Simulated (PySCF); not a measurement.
CH$_{3}$OS (SMILES C[S]=O), doublet, at a GFN2-xTB geometry. Base run: PySCF with CAMB3LYP/cc-pVTZ.

Input for PySCF:
```python
from pyscf import gto, scf, dft

mol = gto.Mole()
mol.atom = '''
    C    -1.40271709    0.31982460    0.08199195
    S     0.23015887   -0.47502634   -0.16374880
    O     1.23323382    0.53427620    0.21796294
    H    -1.50359788    0.60751929    1.12391325
    H    -2.16276523   -0.40228329   -0.19206470
    H    -1.46574686    1.20202827   -0.54752301
'''
mol.basis = 'cc-pvtz'
mol.spin = 1
mol.verbose = 4
mol.build()

mf = dft.UKS(mol)
mf.xc = 'camb3lyp'
mf.kernel()
```

Each row names what was changed in the base input (with any setting that the change needs).

```tsv
change	ΔE vs base (mEh)	fitting functions	dipole (D)
base	0.000	-	2.91
auxbasis = def2-universal-jkfit	-0.037	334	2.91
auxbasis = def2-universal-jfit	423.0	182	2.91
auxbasis = def2-svp-ri	-474.9	200	2.91
auxbasis = cc-pvqz-jkfit	-0.004	513	2.91
auxbasis = cc-pvdz-jkfit	0.017	321	2.91
exchange = seminumerical (SGX) (with mf = sgx.sgx_fit(mf, auxbasis='def2-universal-jfit'); with mf.with_df.dfj = True)	-0.183	182	2.91
auxbasis = cc-pvtz-ri	-10.920	374	2.91
only_dfj = on; auxbasis = def2-universal-jfit	-0.184	182	2.91
auxbasis = autoaux	-0.001	708	2.91
```

A fitting set is made for a task (jfit for Coulomb, jkfit for Coulomb and exchange, ri for correlation) and for a family of orbital bases.

Open shells are given as the SCF converged; they aren't shown to be the lowest states, and a large step between rows can be another state.
